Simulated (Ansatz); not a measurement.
The cluster Si₂B₂. Charge 0, multiplicity 5. Geometry B3LYP-D4/def2-TZVP; atoms count from 1.

Cartesian coordinates in Å:
```
B -0.687 -0.448 0.097
B 0.687 0.448 -0.097
Si 0.273 -0.039 1.756
Si -0.273 0.039 -1.756
```

At PBE0-D4/def2-TZVP a broken-symmetry singlet of charge 0 lies 1.77 eV below the quintet, each at its own geometry. The structure comes from a short search, and lower isomers may exist.

(1) Estimate the Mulliken populations from the PBE0/def2-TZVP orbitals of Ansatz.

(2) Where does the spin sit?

(3) And the Mayer bond orders between bonded heavy atoms (over 0.3)?

Results:

(1) 
```tsv
atom	charge (e)	spin (α − β)
B1	-0.02	0.71
B2	-0.02	0.71
Si3	0.02	1.29
Si4	0.02	1.29
```
Mulliken values and Mayer orders depend strongly on the basis.

(2) Summed by element: B 1.42, Si 2.58, of 4 unpaired in all. Largest on single atoms: Si3 1.29, Si4 1.29, B2 0.71.

(3) B1–B2 0.95 (1.65 Å); B1–Si3 1.07 (1.96 Å); B1–Si4 1.07 (1.96 Å); B2–Si3 1.07 (1.96 Å); B2–Si4 1.07 (1.96 Å). Values over 0.3 also appear between atoms too far apart for a bond (Si3–Si4 0.49 at 3.56 Å); they arise where an orbital or an unpaired electron spreads over both atoms.
